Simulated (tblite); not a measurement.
ClTl, charge -1, doublet, geometry from GFN2-xTB (such geometries of metal compounds can be far from the true shape) (a state made from the parent by changing its charge; the spin is typed, not shown lowest); GFN1-xTB (tblite).

Here is a job for tblite.
```
$ tblite run mol.xyz --method gfn1 --charge -1 --spin 1 --grad --json tblite.json --no-restart

# file mol.xyz
2

Tl    -0.00000000    -0.00000000    -0.47641043
Cl     0.00000000     0.00000000     2.26995558
```

Q: Predict the main parts of the log of this tblite run.

A: 
```
xTB calculator
 | screened Coulomb repulsion
 | Coulomb electrostatics
 |  * isotropic Klopman-Ohno-Mataga-Nishimoto electrostatics
 |  * onsite third-order electrostatics
 | DFT-D3(BJ) dispersion correction

halogen bonding energy    0.0000000000000E+00 Eh
repulsion energy          2.5791227244199E-04 Eh
dispersion energy        -4.0943841063782E-04 Eh
number of electrons       1.1000000000000E+01 e
integral cutoff           3.0000519382712E+01 bohr

------------------------------------------------------------
  cycle        total energy    energy error   density error
------------------------------------------------------------
      1     -5.649179307422  -5.6490278E+00   2.8070317E-01
      2     -5.653382092617  -4.2027852E-03   1.5615125E-01
      3     -5.654342305240  -9.6021262E-04   1.8437079E-02
      4     -5.654344671367  -2.3661267E-06   7.4350670E-03
      5     -5.654346094907  -1.4235396E-06   8.5814679E-04
      6     -5.654346125510  -3.0603458E-08   7.1941152E-04
      7     -5.654346147196  -2.1685591E-08   2.8557595E-06
------------------------------------------------------------

electronic energy        -5.6541946210574E+00 Eh
total energy             -5.6543461471956E+00 Eh

Post processing:
 | Mayer-Wiberg bond orders

[Info] Tight-binding results written to 'tblite.txt'
[Info] JSON dump of results written to 'tblite.json'
```
